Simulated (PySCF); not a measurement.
Species: `[SiH3]OC=C=S`. The columns A, B, C and D hold Mulliken, IAO, Hirshfeld and ESP-fitted charges (e) of one PBE0/pcSseg-1 density (PySCF), in a shuffled order. Coordinates in Å (PBE0-D3(BJ)/def2-SVP); the density's dipole moment is (-0.71, 0.02, -0.17) D.

| atom | x | y | z | A | B | C | D |
| --- | --- | --- | --- | --- | --- | --- | --- |
| Si1 | -1.155 | -0.542 | 0.050 | +0.831 | +0.597 | +0.685 | +0.386 |
| O2 | -0.025 | 0.465 | -0.690 | -0.567 | -0.361 | -0.601 | -0.200 |
| C3 | 1.307 | 0.483 | -0.442 | -0.033 | -0.019 | +0.204 | -0.005 |
| C4 | 1.961 | -0.277 | 0.422 | -0.170 | -0.166 | -0.219 | -0.013 |
| S5 | 2.758 | -1.164 | 1.435 | +0.121 | +0.019 | +0.047 | -0.022 |
| H6 | -1.170 | -0.300 | 1.523 | -0.130 | -0.092 | -0.091 | -0.075 |
| H7 | -2.455 | -0.175 | -0.566 | -0.110 | -0.097 | -0.091 | -0.064 |
| H8 | -0.818 | -1.972 | -0.215 | -0.130 | -0.091 | -0.091 | -0.075 |
| H9 | 1.873 | 1.211 | -1.034 | +0.188 | +0.211 | +0.156 | +0.069 |

Q: Which column most likely holds the ESP-fitted charges?

A: B. Σ q r misses the density's dipole by 0.07 D (B), 0.27 D (D), 0.96 D (C), 1.95 D (A). Charges fitted to the outside potential are the only set here that is tied to the molecule's multipoles.

Q: And the Hirshfeld charges?

A: D. The mean sizes are 0.101 e (D), 0.184 e (B), 0.243 e (C), 0.253 e (A), and Hirshfeld charges are commonly the smallest of these schemes.

As computed, A = IAO, B = ESP-fitted, C = Mulliken, D = Hirshfeld.

The IAO scheme projects the occupied orbitals on a minimal set of polarised atomic orbitals and counts the electrons in each atom's part of it. The ESP scheme is a least-squares fit of atom-centred charges to the potential on four shells outside the van der Waals surface, with the total charge fixed.

One conformer (not necessarily the lowest) at the PBE0-D3(BJ)/def2-SVP geometry, without solvent, vibrations or thermal averaging.

Shape of the structure used: `[SiH3:1][O:2][CH:3]=[C:4]=[S:5]`: Si1–O2–C3–C4 0°.
